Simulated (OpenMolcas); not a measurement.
Ni V.

```
Program             : OpenMolcas 26.06
Basis               : ANO-RCC-VTZP [6s5p3d2f1g]
Scalar Hamiltonian  : DKH2, point nucleus
Active space        : 12 electrons in 8 orbitals (RAS1 3p, at most 2 holes; RAS2 3d)
State averaging     : 2S+1 = 5 even, 5 roots; 2S+1 = 3 even, 45 roots; 2S+1 = 1 even, 44 roots
Spin-orbit coupling : RASSI with atomic mean-field integrals over the reference wave functions, term energies averaged over their components
```

Two sets of levels on these reference wave functions, in cm⁻¹ above 3d⁶ ⁵D₄: one from RASSCF and one from MS-RASPT2, IPEA 0.25 Eh, imaginary shift 0.1 Eh (closed shells correlated: 3s).

```csv
Level,Set 1,Set 2
3d⁶ ⁵D₄,0.0,0.0
3d⁶ ⁵D₃,862,859
3d⁶ ⁵D₂,1448,1446
3d⁶ ⁵D₁,1822,1820
3d⁶ ⁵D₀,2000,2000
3d⁶ ³P₂(1),26800,28090
3d⁶ ³P₁(1),29320,30630
3d⁶ ³H₆,27460,31500
3d⁶ ³P₀(1),30300,31560
3d⁶ ³H₅,27860,31880
3d⁶ ³F₃(1),30120,32470
3d⁶ ³F₂(1),30460,32800
3d⁶ ³G₅,33830,37530
3d⁶ ³G₄,34610,38260
3d⁶ ³G₃,34910,38560
3d⁶ ¹G₄(1),43120,45120
```

Q: Which set is which?

A: Set 1 is MS-RASPT2. Its levels of the other terms of 3d⁶ lie at 0.87 to 0.96 of the other set's values, as expected, since terms of lower spin or lower L gain more correlation energy than the Hund ground term. Against 15 measured levels (Corliss and Sugar, J. Phys. Chem. Ref. Data 10, 197 (1981)) the mean absolute deviation is 430 cm-1 with it and 2400 cm-1 without; single levels miss by up to 910 cm-1 with it.

CASPT2 breaks the degeneracy within a term, and the mean is taken; among the terms shown or strongly mixed into the levels shown the widest spread is 380 cm-1 (3d⁶ ¹G(1), MS-RASPT2). Active for correlation alone: 3p; no level in the range computed is led by a configuration that opens it, so any true level of that kind is missing. Without dynamic correlation excited terms often stand tens of per cent too high (terms of higher spin than the ground term too low), and those without a measured partner can miss by more than the paired ones (holds for RASSCF). The CASPT2 spread within a term exceeds the gap to the next term for 3d⁶ ³H and 3d⁶ ³P(1), so the order of their levels is uncertain (holds for MS-RASPT2). Computed and measured levels are paired by configuration, term and J; levels that our copy of the source lacks, or whose pairing is in doubt (as where it misses far off the trend of its configuration), stay unpaired and out of the deviations. Only configurations of the active space appear. Levels that lie high or do not pair safely by name in every column are left out.

A number in round brackets counts repeated terms of one configuration in the order of the reference energies.
